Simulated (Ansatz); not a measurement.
Geometry optimisation, RKS CAM-B3LYP-D4/def2-SVP (Ansatz 0.2.0).

Input file:

```yaml
crystal:
  periodic: [false, false, false]
  atoms:
    - { symbol: Ga, position_ang: [-1.504659, -0.884635, 1.912254] }
    - { symbol: Si, position_ang: [0.808018, 0.476198, -0.534223] }
    - { symbol: H, position_ang: [-0.401095, -0.315448, -0.631516] }
    - { symbol: H, position_ang: [-2.555296, -1.513385, 0.76705] }
    - { symbol: H, position_ang: [1.832519, -0.256188, 0.257497] }
    - { symbol: H, position_ang: [0.506256, 1.769814, 0.136029] }
    - { symbol: H, position_ang: [1.314157, 0.723745, -1.90709] }
basis:
  gaussian: { orbitals: def2-SVP }
hamiltonian:
  xc: cam_b3lyp
  dispersion: d4
relax:
  f_tol: 0.03
  max_steps: 50
output:
  orbitals: {}
```

Run as:

```bash
$ ansatz run input.yaml --threads 2 --pin off --max-ram 3072MiB --backend cpu --events-out ev --progress --plain --runs-dir out
```

Where does it end, and by what steps?

The run converged. After 5 steps the energy has fallen by 0.029 eV; H3 moved furthest, 0.23 Å.

```csv
step,energy less start (eV),largest force component (eV/Å),accepted
0,0.0000,0.762,yes
1,-0.0216,0.237,yes
2,-0.0258,0.117,yes
3,-0.0242,0.177,no
4,-0.0288,0.043,yes
5,-0.0290,0.023,yes
```

```xyz
7
Properties=species:S:1:pos:R:3
Ga -1.554 -0.896 1.844
Si 0.829 0.492 -0.497
H -0.428 -0.316 -0.400
H -2.540 -1.533 0.651
H 1.920 -0.215 0.222
H 0.596 1.826 0.115
H 1.177 0.643 -1.935
```

The run took 11 s on 2 threads of Arm Neoverse V1, on a shared host, peak memory 0.16 GiB.
